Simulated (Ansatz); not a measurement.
Calculated with Ansatz (gas phase, PBE0-D4/def2-TZVP geometries, no zero-point term in ΔE). CCSD(T)/CBS adds triple-zeta CCSD(T) − MP2 to the extrapolated MP2 energy (def2 sets, frozen cores). This one scheme is used for every species, atoms too. DFT in def2-TZVPP. B3LYP here is the variant with VWN-RPA as its local correlation; programs differ in this. No spin–orbit coupling; open shells (•) take unrestricted orbitals. Spin–orbit coupling would lower the free atoms: a little for B, C, Si. Each species was taken in one conformer, which may not be the lowest.

Consider the atomization: `CBC[SiH2]C` → B• + 3 C• + 11 H• + Si•.

`CBC[SiH2]C`:

Z-matrix (Å, degrees):
```
C
B 1 1.561
H 1 1.099 2 107.9
H 1 1.095 2 111.5 3 -114.5
H 1 1.092 2 115.1 3 120.6
C 2 1.542 1 123.2 3 -116.0
H 2 1.204 1 118.2 3 66.2
Si 6 1.891 2 107.9 1 -90.1
H 6 1.095 2 114.3 1 153.7
H 6 1.096 2 114.0 1 26.0
C 8 1.871 6 110.6 2 -179.7
H 8 1.489 6 109.8 2 -58.5
H 8 1.490 6 109.4 2 59.3
H 11 1.093 8 110.8 6 60.2
H 11 1.093 8 110.7 6 -179.9
H 11 1.092 8 110.8 6 -59.9
```

(1) What is ΔE at CCSD(T)/CBS? (Best estimate.)

(2) What do these levels give: B3LYP-D4, B2PLYP, r2SCAN, PBE0, B3LYP, HF/def2-TZVPP, MP2/def2-TZVPP, HF/def2-QZVPP, MP2/def2-QZVPP, SCS-MP2/def2-QZVPP, MP2/CBS(def2), CCSD/CBS(def2)? (Estimate.)

Largest T1 diagnostic among the species: 0.014.

## Answers

(1) Ansatz gave: +5911.0 kJ/mol.

(2) Computed: B3LYP-D4 5933.9, B2PLYP 5866.9, r2SCAN 5936.1, PBE0 5911.2, B3LYP 5885.7, HF/def2-TZVPP 4596.3, MP2/def2-TZVPP 5819.7, HF/def2-QZVPP 4601.8, MP2/def2-QZVPP 5889.8, SCS-MP2/def2-QZVPP 5906.1, MP2/CBS(def2) 5938.6, CCSD/CBS(def2) 5855.0 kJ/mol.

From PBE to PBE0 (25 % exact exchange), in def2-TZVPP and without D4, ΔE moves by −29.0 kJ/mol: exact exchange takes away binding that semilocal exchange gives to molecules. The D4 term adds +48.2 kJ/mol with B3LYP and +25.6 kJ/mol with PBE0; it sums over pairs of atoms, weighted by their polarisabilities, and B3LYP, whose exchange is more repulsive, gets the larger term.

For atomizations the MP2-based limit and the directly extrapolated one differ by several kJ/mol either way, and by 10 to 25 for some Ge, Se and Sn compounds, so smaller differences from it don't rank the levels.
